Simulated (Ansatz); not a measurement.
`[CH3][AlH][SiH2]Cl` + `C[SiH]([AlH2])[SbH2]` → `[CH3][AlH][SiH2][SbH2]` + `C[SiH]([AlH2])Cl`  (redistribution)

Program: Ansatz. Geometries: PBE0-D4/def2-TZVP. ΔE: electronic, gas phase. CBS: MP2 limit from def2 TZ/QZ plus the TZ coupled-cluster correction, frozen cores. DFT in def2-TZVPP. B3LYP here is the variant with VWN-RPA as its local correlation; programs differ in this. Elements past krypton have def2 core potentials. For Sb outer-core shells are correlated without core-valence functions, which leaves a few kJ/mol of doubt a bond. One conformer a species, not always the lowest.

Q: Is it downhill or uphill in electronic energy at CCSD(T)/CBS, and by how much? (Best estimate.)

A: Computed: Downhill: ΔE = -0.06 eV.

Q: What do these levels give: r2SCAN-D4, B97M-V, PBE0-D4, B3LYP-D4, r2SCAN0-D4, BHLYP-D4, ωB97X-V, PBE-QIDH, CAM-B3LYP, HF/def2-SVP, HF/def2-QZVPP, SCS-MP2/def2-QZVPP? (Best estimate.)

A: Computed: r2SCAN-D4 -0.05, B97M-V -0.06, PBE0-D4 -0.05, B3LYP-D4 -0.05, r2SCAN0-D4 -0.05, BHLYP-D4 -0.06, ωB97X-V -0.05, PBE-QIDH -0.05, CAM-B3LYP -0.05, HF/def2-SVP -0.06, HF/def2-QZVPP -0.06, SCS-MP2/def2-QZVPP -0.06 eV.

Largest T1 diagnostic among the species: 0.014.

Leaving LDA and LC-ωPBE aside and taking each functional with its dispersion term where it has one, the values, not all of them listed here, spread over 0.02 eV, from ωB97M-V to PBE-D4.
